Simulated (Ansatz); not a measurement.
One change: `C[CH2][Ge][O]C` becomes `C[O][GeH]`.

Ansatz, PBE0-D4/def2-TZVP geometries, multiplicity 1. Each molecule was computed in one conformer, which needn't be the lowest.

Scalar relativity is left out up to krypton.

```
                               property  `C[CH2][Ge][O]C`
      HOMO energy (PBE/def2-TZVPP) / eV             -5.12
  HOMO–LUMO gap (B3LYP/def2-TZVPP) / eV              4.07
HOMO–LUMO gap (ωB97M-V/def2-TZVPP) / eV              8.55
  HOMO energy (ωB97M-V/def2-TZVPP) / eV             -8.34
    HOMO–LUMO gap (PBE/def2-TZVPP) / eV              2.61
    LUMO energy (B3LYP/def2-TZVPP) / eV             -1.97
```

Q: What does the change do to each property? (An estimate is asked.)

A: Ansatz gave: 
```json
{"property": "HOMO energy (PBE/def2-TZVPP) / eV", "`C[O][GeH]`": "-5.76", "shift": "-0.64"}
{"property": "HOMO–LUMO gap (B3LYP/def2-TZVPP) / eV", "`C[O][GeH]`": "4.29", "shift": "0.22"}
{"property": "HOMO–LUMO gap (ωB97M-V/def2-TZVPP) / eV", "`C[O][GeH]`": "8.82", "shift": "0.27"}
{"property": "HOMO energy (ωB97M-V/def2-TZVPP) / eV", "`C[O][GeH]`": "-9.01", "shift": "-0.67"}
{"property": "HOMO–LUMO gap (PBE/def2-TZVPP) / eV", "`C[O][GeH]`": "2.80", "shift": "0.19"}
{"property": "LUMO energy (B3LYP/def2-TZVPP) / eV", "`C[O][GeH]`": "-2.40", "shift": "-0.43"}
```

With PBE0 the HOMO falls by 0.65 eV and the LUMO falls by 0.44 eV, so the gap widens by about 0.21 eV. PBE moves the HOMO by -0.64 eV and ωB97M-V by -0.67 eV. The zero-point energy changes by -152.5 kJ/mol with -18 modes.

B3LYP here is the variant with VWN-RPA as its local correlation; programs differ in this.
